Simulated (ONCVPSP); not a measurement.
Scattering properties, ONCV potential for S (Z = 16)

ONCVPSP 4.0.1 input, shortened (lines: element, Z, core and valence counts, functional; n l f; lmax; l rc ep ncon nbas qcut; lloc lpopt rc5 dvloc0; l nproj debl; icmod fcfact rcfact), PBEsol, scalar-relativistic:

```
  S 16.00    3    2  -116133      upf
    1    0    2.00
    2    0    2.00
    2    1    6.00
    3    0    2.00
    3    1    4.00
    2
    0    1.45    0.00    4    7    5.50
    1    1.65    0.00    4    7    5.40
    2    1.40    0.04    5    8    7.90
    4    5    0.95    6.00
    0    1    0.70
    1    2    4.00
    2    2    1.40
    3    2.50    1.35
```

The phase is arctan(r·R′/R) of the radial function R(r), unwrapped; energies in Ha, scanned from -2 to 5 Ha. A pole is an energy at which the radial function vanishes at the test radius. The pseudo phase is shifted by a multiple of π to meet the all-electron one at the reference energy, and phase errors are pseudo minus all-electron; the curves can meet again beyond the range given. Levels narrower than the energy grid can be missing from the lists of poles.

```tsv
channel	radius (bohr)	reference energy (Ha)	poles, all-electron	poles, pseudo	unbroken range about the reference energy with phases within 0.05 rad	phase error 1 Ha above the reference energy (rad)
s	1.47	-0.63	2.44	1.60, 4.12	below 1.3	-0.012
p	1.67	-0.26	1.80	1.80	the whole range	-0.000
d	1.42	0.04	3.23	3.23	the whole range	+0.000
```

Phases in the p channel:

```json
{"E (Ha)": "-1.98", "all-electron": "0.986", "pseudo": "0.984"}
{"E (Ha)": "-1.62", "all-electron": "0.838", "pseudo": "0.836"}
{"E (Ha)": "-1.26", "all-electron": "0.581", "pseudo": "0.579"}
{"E (Ha)": "-0.90", "all-electron": "0.128", "pseudo": "0.127"}
{"E (Ha)": "-0.54", "all-electron": "-0.468", "pseudo": "-0.468"}
{"E (Ha)": "-0.18", "all-electron": "-0.915", "pseudo": "-0.915"}
{"E (Ha)": "0.18", "all-electron": "-1.170", "pseudo": "-1.170"}
{"E (Ha)": "0.54", "all-electron": "-1.320", "pseudo": "-1.321"}
{"E (Ha)": "0.90", "all-electron": "-1.418", "pseudo": "-1.419"}
{"E (Ha)": "1.26", "all-electron": "-1.489", "pseudo": "-1.490"}
{"E (Ha)": "1.62", "all-electron": "-1.546", "pseudo": "-1.546"}
{"E (Ha)": "1.98", "all-electron": "-1.594", "pseudo": "-1.595"}
{"E (Ha)": "2.34", "all-electron": "-1.640", "pseudo": "-1.640"}
{"E (Ha)": "2.70", "all-electron": "-1.686", "pseudo": "-1.687"}
{"E (Ha)": "3.06", "all-electron": "-1.738", "pseudo": "-1.738"}
{"E (Ha)": "3.42", "all-electron": "-1.800", "pseudo": "-1.801"}
{"E (Ha)": "3.78", "all-electron": "-1.886", "pseudo": "-1.886"}
{"E (Ha)": "4.14", "all-electron": "-2.018", "pseudo": "-2.018"}
{"E (Ha)": "4.50", "all-electron": "-2.255", "pseudo": "-2.259"}
{"E (Ha)": "4.86", "all-electron": "-2.739", "pseudo": "-2.757"}
```
